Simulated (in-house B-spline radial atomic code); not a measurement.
Radial electron density of Sn3+, [Kr] 4d10 5s1. Computed with a B-spline radial code for spherical atoms: scalar-relativistic (X2C) r2SCAN, spin-polarised, spherical fractional occupations, Fermi nucleus of rms radius 4.6519 fm.

One-electron X2C: radii and densities carry no picture-change correction, so inner-shell <1/r> comes out high (for 1s by about 2 % at Z = 33, 5 % at 54, 10 % at 75, 30 % at 118) and <r> low.

Columns: r (bohr), 4πr²n(r) (electrons per bohr), bar.

```
0.000923    1.994 #
 0.00114    2.795 #
  0.0014    3.865 ##
 0.00173    5.369 ###
 0.00213    7.366 ####
 0.00263    10.06 #####
 0.00324    13.56 #######
 0.00399    18.03 ##########
 0.00492    23.63 #############
 0.00606    30.32 ################
 0.00747    37.99 ####################
 0.00921    46.18 #########################
  0.0114    54.22 #############################
   0.014    60.59 ################################
  0.0172     64.4 ##################################
  0.0213    64.76 ###################################
  0.0262    61.83 #################################
  0.0323    57.52 ###############################
  0.0398     55.3 #############################
  0.0491    58.59 ###############################
  0.0605     67.8 ####################################
  0.0745    78.35 ##########################################
  0.0919    82.49 ############################################
   0.113    75.79 ########################################
    0.14    62.91 ##################################
   0.172    56.68 ##############################
   0.212     61.8 #################################
   0.261    67.91 ####################################
   0.322    60.22 ################################
   0.397    39.93 #####################
   0.489    23.47 #############
   0.603    20.46 ###########
   0.743    23.46 #############
   0.916    21.75 ############
    1.13    14.82 ########
    1.39    7.909 ####
    1.72     3.52 ##
    2.11    1.509 #
    2.61   0.5706 
    3.21   0.1743 
    3.96  0.03417 
    4.88 0.003778 
    6.02 0.0002002 
    7.42 4.462e-06
```

On this grid the curve has 4 maxima, near 0.0213, 0.0919, 0.261, 0.743 bohr.

The 4d down radial function P(r) = rR(r), positive near the nucleus:

| r (bohr) | P |
| --- | --- |
| 0.00921 | 0.001111 |
| 0.014 | 0.00346 |
| 0.0213 | 0.01047 |
| 0.0323 | 0.02981 |
| 0.0491 | 0.07892 |
| 0.0745 | 0.1843 |
| 0.113 | 0.3589 |
| 0.172 | 0.5303 |
| 0.261 | 0.4705 |
| 0.397 | -0.03395 |
| 0.603 | -0.7526 |
| 0.916 | -1.048 |
| 1.39 | -0.7336 |
| 2.11 | -0.2809 |
| 3.21 | -0.04956 |
| 4.88 | -0.002802 |
